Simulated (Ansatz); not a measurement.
Ideal-gas functions of Cl2FHO2W (`[O]=[W]([OH])([F])([Cl])[Cl]`) at 500 K and 1 bar, from an Ansatz frequency run at PBE0-D4/def2-TZVP.

Molar mass 306.75 g/mol, point group C1 (symmetry number 1), electronic degeneracy 1, moments of inertia 288.419, 309.617, 463.754 u Å². Harmonic wavenumbers (cm⁻¹, unscaled): 73, 143, 160, 198, 252, 282, 292, 306, 363, 407, 581, 689, 742, 1084, 3894.

Use S(trans) = R[1.5 ln M + 2.5 ln T − 1.1517]; rotational temperatures θ = 24.2544 K / I; S(rot) = R[ln(√π/σ · √(T³/θAθBθC)) + 1.5]; for each mode x = 1.438777 ν̃/T, S = R[x/(eˣ − 1) − ln(1 − e⁻ˣ)] and H = RT x/(eˣ − 1); 1 cm⁻¹ = 0.0119627 kJ/mol; R = 8.31446 J/(mol·K).

Task: By hand: the entropy, in J/(mol·K).

Result: Translation 191.0. Rotation: θ = 0.0841, 0.0783, 0.0523 K, giving 127.9. Vibration, mode by mode: 21.30, 15.76, 14.84, 13.10, 11.17, 10.28, 10.00, 9.64, 8.32, 7.46, 4.95, 3.86, 3.43, 1.57, 0.00, in all 135.7. Electronic 0.0. Sum 454.6 J/(mol·K).

Task: By hand: H − E and G − E in kJ/mol, counted from the electronic energy.

Result: Zero-point energy ½ × 9466 × 0.0119627 = 56.6; thermal vibration 33.5; translation, rotation and pV give 4 RT = 16.6. H − E = 106.7 kJ/mol, and G − E = 106.7 − 500 × 454.6/1000 = -120.6 kJ/mol.

Vibration gives 30 % of the entropy, 37.1 J/(mol·K) of it from the modes under 150 cm⁻¹: soft modes count most, and the harmonic formula is weakest for them. The sum counts one conformer and one mirror image; others add a mixing term.
